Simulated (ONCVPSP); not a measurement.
**An all-electron radial function and its pseudo partner (manganese (Mn))**

Columns: radius, all-electron u(r) and pseudo u(r) of the 3p shell (level -54.48 eV) of manganese in the configuration [Ne] 3s2 3p6 3d5 4s2; PBEsol, scalar-relativistic, ONCV scheme, ONCVPSP 4.0.1.

```csv
r (bohr),all-electron,pseudo
0.060,-0.3019,0.0190
0.120,-0.5624,0.0746
0.180,-0.5553,0.1630
0.240,-0.3554,0.2781
0.300,-0.0653,0.4121
0.360,0.2389,0.5551
0.420,0.5137,0.6970
0.480,0.7392,0.8281
0.540,0.9094,0.9400
0.600,1.0268,1.0271
0.660,1.0971,1.0857
0.720,1.1289,1.1160
0.780,1.1300,1.1201
0.840,1.1081,1.1019
0.900,1.0693,1.0662
0.960,1.0191,1.0178
1.020,0.9615,0.9610
1.080,0.8997,0.8995
1.140,0.8363,0.8361
1.200,0.7730,0.7728
1.260,0.7111,0.7110
1.320,0.6516,0.6515
1.380,0.5951,0.5950
1.440,0.5419,0.5418
1.500,0.4922,0.4921
1.560,0.4462,0.4461
```

Q: How many radial nodes do the two functions have?

A: The all-electron 3p function has n − l − 1 = 1; the pseudo-wave has 0, since the states of the same l below it are removed with the core.

Q: At about which radius was the pseudo-wave matched?

A: 1.15 bohr. The columns agree to 0.0005 from 1.08 bohr on; several derivatives are matched, so the curves merge somewhat inside the radius.

Q: Is the pseudo-wave norm-conserving?

A: Yes: the ONCV scheme keeps the norm inside the radius equal to the all-electron one, which fixes the energy derivative of the logarithmic derivative at the level.
